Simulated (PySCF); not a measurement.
**Bonds of Zn to Cl, Br, O**

PBE0 in PySCF with def2-TZVPP on every atom, for the lowest determinant that a PBE0 search found; no spin–orbit coupling. D0 is De less the harmonic zero-point energy.

```csv
X,state of ZnX,D0(ZnX) (eV),D0(X₂) (eV)
Cl,doublet (σ ↑),2.32,2.54
Br,doublet (σ ↑),1.97,2.24
O,"triplet (σ ↑, π ↑)",1.39,5.29
```

Question: Give the energy of Zn + X₂ → ZnX + X at 0 K for each X.

Answer: Cl: 2.54 − 2.32 = +0.22 eV; Br: 2.24 − 1.97 = +0.27 eV; O: 5.29 − 1.39 = +3.90 eV (PBE0/def2-TZVPP; negative means exothermic).

Question: Does an atom of Cl displace O from ZnO?

Answer: ZnO + Cl → ZnCl + O has ΔE = 1.39 − 2.32 = -0.93 eV at PBE0/def2-TZVPP, so it is downhill.

Gas-phase diatomics only hint at surface chemistry, where an atom holds several bonds.

Spin–orbit coupling is left out. States were picked by a PBE0 search and need not be the measured ground states.
